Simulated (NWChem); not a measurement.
System: NH₃SeO; SMILES O[Se]N

Output (shortened):

```
             Northwest Computational Chemistry Package (NWChem) 7.3.0
             --------------------------------------------------------

 C1  symmetry detected

                             Geometry "geometry" -> ""
                             -------------------------

 Output coordinates in angstroms (scale by  1.889725989 to convert to a.u.)

  No.       Tag          Charge          X              Y              Z
 ---- ---------------- ---------- -------------- -------------- --------------
    1 Se                  34.0000     0.40445216     0.00473386    -0.00570728
    2 O                    8.0000    -0.69083837    -1.44742079    -0.07089104
    3 H                    1.0000    -0.88825567    -1.68840864     0.84329786
    4 N                    7.0000    -0.69306240     1.42499146    -0.00758678
    5 H                    1.0000    -1.25222173     1.56811708     0.82853102
    6 H                    1.0000    -1.23275221     1.56376638    -0.85754559

 Effective nuclear repulsion energy (a.u.)     198.3775093458

                                 NWChem DFT Module
                                 -----------------

 Summary of "ao basis" -> "ao basis" (spherical)
 ------------------------------------------------------------------------------
       Tag                 Description            Shells   Functions and Types
 ---------------- ------------------------------  ------  ---------------------
 Se                        def2-svpd                15       41   6s5p4d
 O                         def2-svpd                 9       23   4s3p2d
 H                         def2-svpd                 4        8   2s2p
 N                         def2-svpd                 8       20   4s2p2d

            General Information
            -------------------
          SCF calculation type: DFT
          Wavefunction type:  closed shell.
          No. of atoms     :     6
          No. of electrons :    52
           Alpha electrons :    26
            Beta electrons :    26
          Charge           :     0
          Spin multiplicity:     1
          Use of symmetry is: off; symmetry adaption is: off
          Maximum number of iterations: 150
          AO basis - number of functions:   108
                     number of shells:    44
          Convergence on energy requested:  1.00D-06
          Convergence on density requested:  1.00D-05
          Convergence on gradient requested:  5.00D-04

[...]

                                NWChem TDDFT Module
                                -------------------

            General Information
            -------------------
           No. of orbitals :     216
            Alpha orbitals :     108
             Beta orbitals :     108
        Alpha frozen cores :       0
         Beta frozen cores :       0
     Alpha frozen virtuals :       0
      Beta frozen virtuals :       0
         Spin multiplicity :       1
    Number of AO functions :     108
        Use of symmetry is : off
      Symmetry adaption is : off
         Schwarz screening :  0.10D-07

              XC Information
              --------------
                  PBE0 Method XC Functional
              Hartree-Fock (Exact) Exchange   0.25
   PerdewBurkeErnzerhof Exchange Functional   0.75
     Perdew 1991 LDA Correlation Functional   1.00 local
    PerdewBurkeErnz. Correlation Functional   1.00 non-local

             TDDFT Information
             -----------------
          Calculation type : Tamm-Dancoff TDDFT
         Wavefunction type : Restricted singlets
          No. of electrons :      52
           Alpha electrons :      26
            Beta electrons :      26
              No. of roots :       6
          Max subspacesize :    5200
            Max iterations :     100
               Target root :       1
           Target symmetry : none
      Symmetry restriction : off
                 Algorithm : Optimal
        Davidson threshold :  0.10D-03

    6 smallest eigenvalue differences (eV)
--------------------------------------------------------
  No. Spin  Occ  Vir  Irrep   E(Occ)    E(Vir)   E(Diff)
--------------------------------------------------------
    1    1   26   27 a        -0.241    -0.023     5.937
    2    1   26   28 a        -0.241    -0.007     6.364
    3    1   26   29 a        -0.241     0.024     7.214
    4    1   25   27 a        -0.306    -0.023     7.703
    5    1   26   30 a        -0.241     0.048     7.854
    6    1   25   28 a        -0.306    -0.007     8.130
--------------------------------------------------------

  Entering Davidson iterations
  Restricted singlet excited states

  Iter   NTrls   NConv    DeltaV     DeltaE      Time
  ----  ------  ------  ---------  ---------  ---------
    1      6       0     0.16E+00   0.10+100       22.8
    2     12       0     0.31E-01   0.28E-01       19.3
    3     18       0     0.18E-01   0.25E-02       20.1
    4     24       0     0.79E-02   0.69E-03       19.1
    5     30       3     0.38E-02   0.21E-03       21.6
    6     33       3     0.96E-03   0.21E-04       23.5
    7     36       4     0.19E-03   0.13E-05       16.4
    8     38       6     0.58E-04   0.54E-07       19.7
  ----  ------  ------  ---------  ---------  ---------
  Convergence criterion met

  Ground state a       -2532.502378474575 a.u.

  ----------------------------------------------------------------------------
  Root   1 singlet a              0.162860806 a.u.                4.4317 eV
  ----------------------------------------------------------------------------
     Transition Moments    X -0.03960   Y -0.07928   Z  0.10783
     Dipole Oscillator Strength                    0.0021150152
     Electric Quadrupole                           0.0000000140
     Magnetic Dipole                               0.0000016870
     Total Oscillator Strength                     0.0021167162

[...]
```

Level: PBE0/def2-SVPD, TDA. All runs use the structure optimised with PBE0/def2-SVP.

Question: Which NWChem input produces such a log?

Answer: Several could match; the one computed here: the input that was run:
```
start job
memory heap 200 mb stack 900 mb global 1100 mb
geometry units angstroms noautoz
  Se     0.402816    -0.007461    -0.030982
  O     -0.631501    -1.503291    -0.104087
  H     -0.804286    -1.767099     0.808788
  N     -0.753187     1.365076     0.007393
  H     -1.304683     1.470987     0.854076
  H     -1.311477     1.494643    -0.831939
end
basis spherical
  * library def2-svpd
end
dft
  xc pbe0
  iterations 150
end
tddft
  cis
  nroots 6
  notriplet
end
task tddft energy
```
